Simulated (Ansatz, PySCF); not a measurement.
Process, species as SMILES: NC1CCCC1 → [CH]1CCCC1 + [NH2] (NH2) (the C-N bond at the site shown breaks; other sites are not compared here)
Structures are relaxed separately at B3LYP-D3(BJ)/def2-TZVP in Ansatz (an electronic-structure program), one conformer each, not searched for the lowest. Frequencies are from Ansatz or PySCF.

Quantity: bond dissociation energy (0 K, with B3LYP-D3(BJ) harmonic zero-point energies), in kcal/mol. Correlated levels leave the core frozen unless marked. UHF or UKS for open shells. No spin-orbit coupling. Non-relativistic. Basis-set limits of correlation are two-point, X^-3; Hartree-Fock from the larger set.

| level | program | bond dissociation energy (kcal/mol) |
|---|---|---|
| BLYP-D3(BJ)/def2-TZVPD | Ansatz + dftd3 | 74.3 |
| PBE0/def2-SVP | Ansatz | 80.4 |
| BHLYP-D4/def2-TZVPD | Ansatz + dftd4 | 72.3 |
| r2SCAN0/def2-TZVPD | Ansatz | 71.1 |
| LC-wPBE-D4/def2-TZVPD | Ansatz + dftd4 | 79.3 |
| MP2/6-31G* | Ansatz | 83.3 |
| SCS-MP2/cc-pwCVTZ | Ansatz | 84.0 |
| CCSD/6-31G* | Ansatz | 74.8 |
| CCSD(T)/6-31G | Ansatz | 71.0 |
| CCSD(T)/CBS(cc-pVTZ,cc-pVQZ) | Ansatz | 81.9 |
